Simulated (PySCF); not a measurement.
C6H12, SMILES C=CCC(C)C, GFN2-xTB optimised geometry.

```
18

C      2.05    -1.23     0.00
C      0.73    -1.23     0.00
C     -0.12     0.00     0.00
C     -1.07     0.05    -1.21
C     -0.28     0.13    -2.51
C     -2.03     1.23    -1.08
H      2.62    -0.31     0.00
H      2.62    -2.14     0.00
H      0.19    -2.16     0.00
H      0.51     0.89     0.00
H     -0.72     0.01     0.92
H     -1.66    -0.88    -1.22
H      0.30     1.05    -2.53
H      0.41    -0.71    -2.59
H     -0.95     0.13    -3.36
H     -1.47     2.16    -1.05
H     -2.70     1.26    -1.94
H     -2.62     1.15    -0.18
```

Density from CAM-B3LYP/def2-SVP run with PySCF at that geometry.

Minimum of the electron density along straight lines between bonded atoms, close to the bond critical point (lines longer than 1.1 times the sum of covalent radii, or with two minima, are not listed):

```csv
bond,length / Å,ρ at the minimum / e bohr⁻³,∇²ρ there / e bohr⁻⁵,position (fraction from the first atom)
C1–C2,1.320,___,-0.96,0.50
C2–C3,1.494,0.261,-0.63,0.51
C3–C4,1.536,0.243,-0.56,0.50
C4–C5,1.526,0.247,-0.58,0.50
C4–C6,1.526,0.247,-0.58,0.50
C1–H7,1.078,0.282,-1.08,0.63
C1–H8,1.077,0.283,-1.09,0.64
C2–H9,1.083,0.282,-1.07,0.63
C3–H11,1.095,0.274,-0.99,0.62
C4–H12,1.096,0.276,-1.00,0.62
C5–H13,1.088,0.276,-1.01,0.62
C5–H14,1.088,0.278,-1.04,0.63
C5–H15,1.088,0.276,-1.02,0.63
C6–H16,1.088,0.276,-1.02,0.63
C6–H17,1.088,0.277,-1.02,0.63
C6–H18,1.088,0.276,-1.02,0.63
```

Problem. What belongs in the gaps?

Solution. 
- C1–C2, ρ at the minimum / e bohr⁻³: 0.350
